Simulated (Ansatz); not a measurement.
System: C6H11S, net charge 0, doublet state. It need not be the lowest isomer of its formula. 
Geometry from a B3LYP-D3(BJ)/def2-TZVP (Ansatz, a first-principles code) optimisation:
```
C
H 1 1.0926
H 1 1.0955 2 106.69
C 1 1.4901 2 108.99 3 -119.82
H 4 1.0846 1 116.86 2 -41.73
C 4 1.4675 5 117.31 1 158.71
H 6 1.0888 4 112.53 5 26.69
H 6 1.0924 7 108.72 4 -125.93
C 1 1.5527 2 108.15 3 117.75
H 9 1.0913 1 107.94 2 83.73
H 9 1.0930 10 106.42 1 116.87
C 9 1.5341 10 109.37 11 116.31
H 12 1.0925 9 108.18 10 -39.53
H 12 1.0957 13 106.22 9 117.05
C 12 1.5325 13 108.92 14 114.34
H 15 1.0906 12 109.33 13 -42.36
H 15 1.0916 16 106.56 12 119.80
S 15 1.8213 16 105.78 17 113.22
```
Charge 0, spin multiplicity 2.

Wanted: atomisation energy (electronic, to ground-state atoms), in kcal/mol. Valence correlation only, unless marked. UHF or UKS for open shells. No spin-orbit coupling. No relativistic terms. The coupled-cluster limit lacks core correlation, which all-electron functionals hold. CBS marks a two-point X^-3 extrapolation of the correlation energy; Hartree-Fock from the larger set. The bracket is a focal-point correction in the basis named.

```
level                                                          program  atomisation energy (kcal/mol)
-------------------------------------------------------------  -------  -----------------------------
revPBE/def2-TZVPD                                               Ansatz                         1683.2
r2SCAN/def2-TZVPD                                               Ansatz                         1720.1
PBE0/def2-TZVP                                                  Ansatz                     (withheld)
r2SCANh/def2-TZVPD                                              Ansatz                         1713.0
B2PLYP/def2-TZVPD                                               Ansatz                     (withheld)
SCS-MP2/cc-pV(T+d)Z                                             Ansatz                         1682.4
CCSD/cc-pV(T+d)Z                                                Ansatz                         1647.4
RI-MP2/CBS(cc-pV(T+d)Z,cc-pV(Q+d)Z)+[CCSD(T)-MP2]/cc-pV(T+d)Z   Ansatz                     (withheld)
```

### Question
What belongs in the gaps?

### Answer

- PBE0/def2-TZVP, atomisation energy (kcal/mol): 1724.3
- B2PLYP/def2-TZVPD, atomisation energy (kcal/mol): 1688.5
- RI-MP2/CBS(cc-pV(T+d)Z,cc-pV(Q+d)Z)+[CCSD(T)-MP2]/cc-pV(T+d)Z, atomisation energy (kcal/mol): 1712.1
